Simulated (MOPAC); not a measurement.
Job for MOPAC: AM1 on HISi (SMILES [SiH]I), a point of a bond scan (R = 1.675 Å).

```
AM1 1SCF PRECISE CHARGE=0 THREADS=1
HISi

Si    -1.12141345 1    -0.93268242 1     1.27808734 1
H     -2.19145844 1    -1.43165761 1     0.09036959 1
I      0.33573528 1     0.27252548 1    -0.34135031 1
```

Output:

```
*******************************************************************************
 **                                                                           **
 **                              MOPAC v23.2.5                                **
 **                                                                           **
 *******************************************************************************
 ** MOPAC's Digital Object Identifier: https://doi.org/10.5281/zenodo.6511958 **
 **                                                                           **
 ** Please cite the open-source release paper for use of this MOPAC version:  **
 ** J. E. Moussa and J. J. P. Stewart (2026)                                  **
 ** MOPAC: An open-source semiempirical molecular orbital program             **
 ** J. Open Source Softw., 11(119), 8025, https://doi.org/10.21105/joss.08025 **
 *******************************************************************************

                              AM1 CALCULATION RESULTS

 *******************************************************************************
 *  AM1        - The AM1 Hamiltonian to be used
 *
 *
 *
 *                 CHARGE ON SYSTEM = 0
 *
 *
 *
 *  PRECISE    - TIGHTER CRITERIA TO BE USED
 *  1SCF       - DO 1 SCF AND THEN STOP
 *  THREADS=1  - MULTI-THREADING NOT USED
 *  T=         - A TIME OF 172800.0 SECONDS REQUESTED
 *  DUMP=N     - RESTART FILE WRITTEN EVERY 7200.0 SECONDS REQUESTED
 *******************************************************************************
AM1 1SCF PRECISE CHARGE=0 THREADS=1
 HISi

   ATOM   CHEMICAL          X               Y               Z
  NUMBER   SYMBOL      (ANGSTROMS)     (ANGSTROMS)     (ANGSTROMS)

     1      Si         -1.12141345  *  -0.93268242  *   1.27808734  *
     2       H         -2.19145844  *  -1.43165761  *   0.09036959  *
     3       I          0.33573528  *   0.27252548  *  -0.34135031  *



          CARTESIAN COORDINATES

    NO.       ATOM           X           Y           Z

     1        Si         -1.1214     -0.9327      1.2781
     2         H         -2.1915     -1.4317      0.0904
     3         I          0.3357      0.2725     -0.3414

  H: (AM1): M.J.S. DEWAR ET AL, J. AM. CHEM. SOC. 107 3902-3909 (1985)
 Si: (AM1): M.J.S.DEWAR, C. JIE, ORGANOMETALLICS, 6, 1486-1490 (1987).
  I: (AM1): M.J.S. DEWAR AND E. G. ZOEBISCH, THEOCHEM, 180, 1 (1988).

           Empirical Formula: H Si I  =     3 atoms



      MOLECULAR POINT GROUP   :   Cs


      RHF CALCULATION, NO. OF DOUBLY OCCUPIED LEVELS = 6


 -------------------------------------------------------------------------------
 AM1 1SCF PRECISE CHARGE=0 THREADS=1
 HISi



     1SCF WAS SPECIFIED, SO BFGS WAS NOT USED
     SCF FIELD WAS ACHIEVED


                              AM1 CALCULATION
                                                       MOPAC v23.2.5 Linux




          FINAL HEAT OF FORMATION =         71.16469 KCAL/MOL =     297.75305 KJ/MOL


          COSMO AREA              =        109.65 SQUARE ANGSTROMS
          COSMO VOLUME            =        100.04 CUBIC ANGSTROMS

          IONIZATION POTENTIAL    =          8.586201 EV
          HOMO LUMO ENERGIES (EV) =         -8.586 -2.066
          NO. OF FILLED LEVELS    =          6
          MOLECULAR WEIGHT        =        155.9979         POINT GROUP:  Cs

          MOLECULAR DIMENSIONS (Angstroms)

            Atom       Atom       Distance
            I     3    H     2     3.07853
           Si     1    I     3     1.35217
           Si     1    H     2     0.00000


          SCF CALCULATIONS        =          1





   ATOM   CHEMICAL          X               Y               Z
  NUMBER   SYMBOL      (ANGSTROMS)     (ANGSTROMS)     (ANGSTROMS)

     1      Si         -1.12141345  *  -0.93268242  *   1.27808734  *
     2       H         -2.19145844  *  -1.43165761  *   0.09036959  *
     3       I          0.33573528  *   0.27252548  *  -0.34135031  *

                             CARTESIAN COORDINATES

   1   Si       -1.121413450    -0.932682420     1.278087340
   2    H       -2.191458440    -1.431657610     0.090369590
   3    I        0.335735280     0.272525480    -0.341350310


           Empirical Formula: H Si I  =     3 atoms



      MOLECULAR POINT GROUP   :   Cs


                  EIGENVALUES
 -29.28705 -13.76806 -11.50572 -10.52422 -10.33987  -8.58620  -2.06617  -1.05452
   0.89637


              NET ATOMIC CHARGES AND DIPOLE CONTRIBUTIONS

  ATOM NO.   TYPE          CHARGE      No. of ELECS.   s-Pop       p-Pop
    1         Si           0.483418        3.5166     1.68780     1.82878
    2          H          -0.233802        1.2338     1.23380
    3          I          -0.249616        7.2496     1.97989     5.26972
 DIPOLE           X         Y         Z       TOTAL
 POINT-CHG.    -0.545    -0.885     3.275     3.436
 HYBRID        -0.754    -0.063    -2.613     2.720
 SUM           -1.299    -0.947     0.662     1.739


          ATOMIC ORBITAL ELECTRON POPULATIONS

     Atom    s        px        py        pz
    1 Si   1.68780   0.52152   0.27440   1.03285
    2  H   1.23380
    3  I   1.97989   1.76621   1.78693   1.71658

 **********************
 *                    *
 * JOB ENDED NORMALLY *
 *                    *
 **********************




 == MOPAC DONE ==
```

The run finished.

Cost: very roughly 0.03 core-seconds.
